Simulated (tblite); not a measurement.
Compound: C₅H₉BOSe.
Bonds: C1–B2, B2–O3, O3–C4, C4–C5 (double), C5–C6, C6–Se7, Se7–C8, C4–C8. Hydrogens: H9, H10, H11 on C1; H12 on B2; H13 on C5; H14, H15 on C6; H16, H17 on C8.

Computed with GFN2-xTB (tblite), gas phase: L-BFGS steps from a force-field or distance-geometry start until the largest atomic force falls under 0.01 eV/Å.

Step 60: E = -647.2743 eV
```
atom  x, y, z in Å  |  force x, y, z in eV/Å
C1      3.1893   -0.5758   -0.1203    0.006   0.013   0.010
B2      1.7212   -0.2108   -0.5844   -0.005  -0.021   0.025
O3      0.7585   -0.3702    0.3287   -0.006  -0.023   0.025
C4     -0.5597   -0.0591    0.2342    0.000   0.003  -0.021
C5     -1.0624    1.0917   -0.1919    0.001  -0.005  -0.013
C6     -2.5349    1.2981   -0.1383    0.006   0.016  -0.014
Se7    -3.3023   -0.4257    0.4572   -0.024  -0.003   0.013
C8     -1.4902   -1.1183    0.7536    0.030  -0.014   0.015
H9      3.1989   -1.0534    0.8560    0.023   0.002  -0.018
H10     3.6974   -1.2289   -0.8257   -0.026   0.007  -0.007
H11     3.7934    0.3273   -0.0488    0.008  -0.003  -0.011
H12     1.4760    0.1714   -1.6757   -0.004   0.017   0.006
H13    -0.4447    1.8968   -0.5566    0.016  -0.003   0.006
H14    -2.8102    2.0762    0.5787   -0.010   0.007  -0.022
H15    -2.9532    1.5534   -1.1143   -0.004   0.004   0.012
H16    -1.3186   -1.2979    1.8173   -0.024   0.004   0.025
H17    -1.3653   -2.0627    0.2205    0.014  -0.003  -0.030
```

Step 61: E = -647.2746 eV
```
atom  x, y, z in Å  |  force x, y, z in eV/Å
C1      3.1886   -0.5745   -0.1208   -0.006   0.017   0.002
B2      1.7200   -0.2092   -0.5824   -0.007  -0.020   0.002
O3      0.7579   -0.3716    0.3307    0.004  -0.009   0.028
C4     -0.5598   -0.0588    0.2366    0.001  -0.028  -0.023
C5     -1.0621    1.0909   -0.1922    0.015   0.006  -0.007
C6     -2.5342    1.2986   -0.1399    0.010   0.004  -0.008
Se7    -3.3021   -0.4247    0.4586   -0.016  -0.003   0.008
C8     -1.4895   -1.1190    0.7545    0.007  -0.016   0.016
H9      3.1975   -1.0528    0.8549    0.032   0.000  -0.006
H10     3.6945   -1.2280   -0.8272   -0.021   0.001  -0.011
H11     3.7939    0.3277   -0.0502    0.009  -0.001  -0.006
H12     1.4733    0.1732   -1.6741   -0.001   0.016   0.021
H13    -0.4415    1.8943   -0.5560    0.009   0.005   0.001
H14    -2.8093    2.0766    0.5769   -0.012   0.012  -0.026
H15    -2.9503    1.5531   -1.1170   -0.012   0.003   0.016
H16    -1.3191   -1.3009    1.8181   -0.023   0.008   0.021
H17    -1.3645   -2.0628    0.2197    0.012   0.006  -0.029
```

Step 62: E = -647.2749 eV
```
atom  x, y, z in Å  |  force x, y, z in eV/Å
C1      3.1879   -0.5729   -0.1211   -0.010   0.013  -0.005
B2      1.7187   -0.2083   -0.5804   -0.009  -0.014  -0.014
O3      0.7573   -0.3733    0.3330    0.013   0.003   0.024
C4     -0.5599   -0.0592    0.2384    0.000  -0.049  -0.017
C5     -1.0614    1.0898   -0.1924    0.024   0.013  -0.001
C6     -2.5331    1.2992   -0.1414    0.011  -0.010   0.001
Se7    -3.3024   -0.4238    0.4604    0.000   0.000   0.003
C8     -1.4890   -1.1200    0.7555   -0.019  -0.012   0.011
H9      3.1968   -1.0521    0.8535    0.039  -0.002   0.009
H10     3.6913   -1.2266   -0.8287   -0.015  -0.003  -0.015
H11     3.7947    0.3283   -0.0515    0.007   0.001  -0.003
H12     1.4706    0.1748   -1.6721    0.000   0.014   0.032
H13    -0.4385    1.8916   -0.5555    0.003   0.011  -0.003
H14    -2.8086    2.0775    0.5747   -0.012   0.015  -0.027
H15    -2.9476    1.5529   -1.1192   -0.020   0.001   0.013
H16    -1.3201   -1.3034    1.8190   -0.019   0.007   0.012
H17    -1.3635   -2.0626    0.2180    0.006   0.012  -0.019
```

Step 63: E = -647.2752 eV
```
atom  x, y, z in Å  |  force x, y, z in eV/Å
C1      3.1870   -0.5710   -0.1216   -0.007   0.003  -0.010
B2      1.7171   -0.2075   -0.5783   -0.004  -0.005  -0.018
O3      0.7568   -0.3752    0.3357    0.015   0.011   0.016
C4     -0.5602   -0.0602    0.2399    0.001  -0.052  -0.002
C5     -1.0604    1.0888   -0.1926    0.026   0.013   0.007
C6     -2.5319    1.2994   -0.1430    0.011  -0.021   0.008
Se7    -3.3029   -0.4230    0.4620    0.018   0.005  -0.003
C8     -1.4887   -1.1212    0.7566   -0.041  -0.004  -0.001
H9      3.1972   -1.0515    0.8521    0.040  -0.002   0.019
H10     3.6874   -1.2255   -0.8304   -0.008  -0.006  -0.020
H11     3.7958    0.3287   -0.0530    0.002   0.004  -0.003
H12     1.4676    0.1770   -1.6693   -0.001   0.013   0.035
H13    -0.4351    1.8891   -0.5549   -0.003   0.014  -0.005
H14    -2.8083    2.0786    0.5718   -0.008   0.016  -0.024
H15    -2.9450    1.5528   -1.1212   -0.025  -0.004   0.006
H16    -1.3212   -1.3054    1.8205   -0.015   0.004   0.001
H17    -1.3621   -2.0619    0.2159   -0.002   0.012  -0.004
```

**Question.** Estimate the geometry and energy of step 64. (The exact step hangs on the optimiser's Hessian estimate; all steps are aligned on step 63, rigid shifts and turns removed.)

**Answer.** E = -647.2755 eV, largest force 0.050 eV/Å
```
atom  x, y, z in Å  |  force x, y, z in eV/Å
C1      3.1859   -0.5694   -0.1221    0.004  -0.010  -0.010
B2      1.7153   -0.2069   -0.5762    0.005   0.005  -0.008
O3      0.7563   -0.3769    0.3389    0.014   0.012   0.006
C4     -0.5604   -0.0616    0.2410    0.002  -0.033   0.014
C5     -1.0589    1.0878   -0.1926    0.018   0.007   0.014
C6     -2.5305    1.2995   -0.1447    0.009  -0.023   0.011
Se7    -3.3031   -0.4223    0.4631    0.028   0.009  -0.008
C8     -1.4890   -1.1223    0.7579   -0.048   0.005  -0.014
H9      3.1991   -1.0511    0.8510    0.035  -0.001   0.022
H10     3.6829   -1.2247   -0.8327   -0.003  -0.005  -0.022
H11     3.7972    0.3287   -0.0547   -0.004   0.005  -0.007
H12     1.4643    0.1803   -1.6656   -0.002   0.011   0.029
H13    -0.4317    1.8870   -0.5544   -0.009   0.012  -0.005
H14    -2.8086    2.0799    0.5682    0.000   0.012  -0.019
H15    -2.9431    1.5526   -1.1231   -0.023  -0.012   0.000
H16    -1.3223   -1.3075    1.8220   -0.013   0.001  -0.012
H17    -1.3603   -2.0610    0.2141   -0.014   0.005   0.010
```

The energy changes by -0.0003 eV. The first-order estimate −F·Δx gives -0.0005 eV and the mean of the old and new forces, exact on a quadratic surface, -0.0003 eV. The step makes an angle of 72° with the force vector and moves no atom by more than 0.006 Å.

What follows is the cost of the whole relaxation. Hardware: one thread, Arm Neoverse V2 (aarch64), on a shared host. Cost: 0.49 s of wall time.
